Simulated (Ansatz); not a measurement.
`FC(S)[TeH]` and `FC(Cl)[TeH]` differ in one atom or group.

Ansatz, PBE0-D4/def2-TZVP geometries, multiplicity 1. Each molecule was computed in one conformer, which needn't be the lowest.

Elements past krypton have def2 core potentials.

```csv
property,`FC(S)[TeH]`
HOMO energy (PBE/def2-TZVPP) / eV,-5.51
HOMO energy (PBE0/def2-TZVPP) / eV,-6.57
zero-point energy (PBE0-D4/def2-TZVP) / kJ/mol,93.2
HOMO–LUMO gap (ωB97M-V/def2-TZVPP) / eV,9.26
HOMO energy (B3LYP/def2-TZVPP) / eV,-6.36
HOMO energy (ωB97M-V/def2-TZVPP) / eV,-8.69
```

(1) Give the same properties after the change, and the shifts. (Best estimate.)

Results:

(1) Computed: 
```tsv
property	`FC(Cl)[TeH]`	shift
HOMO energy (PBE/def2-TZVPP) / eV	-5.60	-0.09
HOMO energy (PBE0/def2-TZVPP) / eV	-6.69	-0.12
zero-point energy (PBE0-D4/def2-TZVP) / kJ/mol	70.8	-22.4
HOMO–LUMO gap (ωB97M-V/def2-TZVPP) / eV	9.19	-0.07
HOMO energy (B3LYP/def2-TZVPP) / eV	-6.47	-0.11
HOMO energy (ωB97M-V/def2-TZVPP) / eV	-8.82	-0.13
```

With PBE0 the HOMO falls by 0.12 eV and the LUMO falls by 0.21 eV, so the gap narrows by about 0.09 eV. PBE moves the HOMO by -0.09 eV and ωB97M-V by -0.13 eV. The zero-point energy changes by -22.4 kJ/mol with -3 modes.

B3LYP here is the variant with VWN-RPA as its local correlation; programs differ in this.

Spin–orbit coupling is left out; it splits and shifts lone-pair levels of the heavy atoms by tenths of an eV.
